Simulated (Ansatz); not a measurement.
A nudged elastic band was laid between two geometries of CH$_{2}$BNO$_{2}$ (7 atoms, charge 0, multiplicity 1).

Computed with UKS B3LYP-D4/def2-SVP in Ansatz 0.2.0.

```yaml
movable_images: 7
climbing_image: yes
spring: 5.0 eV/Å²
optimiser: quadratic models (default)
start_path: through a guess of the saddle point
force_threshold: 0.05 eV/Å
iteration_limit: 60
end_points: relaxed
```

Image 0:

```xyz
7
Properties=species:S:1:pos:R:3
O -0.130 -2.292 0.744
C -0.105 -1.172 0.325
N 0.591 0.027 0.645
B -0.309 0.144 -0.434
O -0.813 0.985 -1.345
H 1.287 0.356 1.316
H -0.459 1.884 -1.296
```

Image 8:

```xyz
7
Properties=species:S:1:pos:R:3
O -0.580 -2.658 0.564
C -0.182 -1.547 0.404
N 0.702 -0.606 0.882
B -0.028 -0.143 -0.164
O 0.154 1.293 -0.683
H 0.638 1.852 -0.031
H -0.643 1.741 -1.018
```

(1) Which bonds break or form, and what moves?

(2) Give the energies along the band, and the barrier.

(3) What is the geometry of the highest image?

The band took 24 iterations and roughly 11 core-minutes.

## Answers

(1) Bonds broken: N3–H6. Bonds formed: O5–H6.

(2) It converged. The highest image is number 6 of 0 to 8, 3.61 eV above the first end and 0.70 eV above the last; the last end lies 2.91 eV above the first. The profile has 2 maxima (images 1, 6) with wells between them (image 2): this band takes more than one step, which may be the mechanism or a detour left from its start path. Neighbouring images differ by up to 1.6 eV, so the band resolves the path poorly. A vibrational analysis at the climbing image gives one clearly imaginary mode, 1633i cm⁻¹: a first-order saddle point. The orbitals stay closed-shell, which can raise the energy where a bond breaks towards radicals; this wasn't checked here.

```tsv
image	path coordinate (Å)	energy (eV)	N3–H6 (Å)	O5–H6 (Å)
0	0.00	0.00	1.02	3.45
1	0.61	0.23	1.02	3.49
2	1.22	0.17	1.02	3.37
3	1.83	0.22	1.02	3.04
4	2.44	0.94	1.02	2.51
5	3.06	2.04	1.06	1.87
6	3.67	3.61	1.45	1.20
7	4.23	3.06	2.10	0.99
8	4.80	2.91	2.62	0.99
```

(3) 
```xyz
7
Properties=species:S:1:pos:R:3
O -0.527 -2.397 0.828
C -0.142 -1.364 0.388
N 0.729 -0.315 0.671
B 0.026 -0.156 -0.526
O 0.120 1.292 -0.787
H 0.553 1.073 0.311
H -0.697 1.799 -0.930
```

Time of the run: 5.5 min on 2 threads of AMD EPYC 7R43 64-Core Processor (Zen 3) (shared host), peak memory 0.23 GiB.
